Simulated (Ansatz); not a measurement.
Consider the ligand exchange at a Mo–O bond: `C[O][Mo]([OH])([F])([F])([F])[O]C` + HCl → `C[O][Mo]([OH])([F])([F])([F])[Cl]` + CH₃OH.

Isolated molecules relaxed with PBE0-D4/def2-TZVP in Ansatz; ΔE leaves out vibrations. CCSD(T)/CBS adds triple-zeta CCSD(T) − MP2 to the extrapolated MP2 energy (def2 sets, frozen cores). This one scheme is used for every species. Functionals use def2-TZVPP. Elements past krypton have def2 core potentials. For Mo outer-core shells are correlated without core-valence functions, which leaves a few kJ/mol of doubt a bond. Each species was taken in one conformer, which may not be the lowest.

(1) Is it downhill or uphill in electronic energy at CCSD(T)/CBS, and by how much? (An estimate is asked.)

(2) What do these levels give: BLYP-D4, ωB97M-V, PBE0, MP2/def2-SVP, CCSD/def2-SVP, MP2/def2-QZVPP? (An estimate is asked.)

(3) What do rigid-rotor, harmonic-oscillator terms from PBE0-D4/def2-TZVP frequencies (298.15 K, 1 bar) make of the CCSD(T)/CBS value? (An estimate is asked.)

Largest T1 diagnostic among the species: 0.025, so the coupled-cluster value is less sure than usual.

## Answers

(1) Ansatz gave: Uphill: ΔE = +30.8 kJ/mol.

(2) Computed: BLYP-D4 27.8, ωB97M-V 29.2, PBE0 22.6, MP2/def2-SVP 42.7, CCSD/def2-SVP 50.3, MP2/def2-QZVPP 24.4 kJ/mol.

(3) Ansatz gave: ΔZPE = +9.3 kJ/mol, ΔH = +38.5 kJ/mol, ΔS = 24 J/(mol·K), ΔG = +31.3 kJ/mol. Modes under 50 cm⁻¹ make the entropy rough.

From BLYP to BHLYP (50 % exact exchange), in def2-TZVPP and without D4, ΔE moves by +5.5 kJ/mol. Leaving LDA and LC-ωPBE aside and taking each functional with its dispersion term where it has one, the values, not all of them listed here, spread over 15.5 kJ/mol, from revPBE-D4 to CAM-B3LYP-D4. LDA lies +10.5 kJ/mol from PBE without D4.
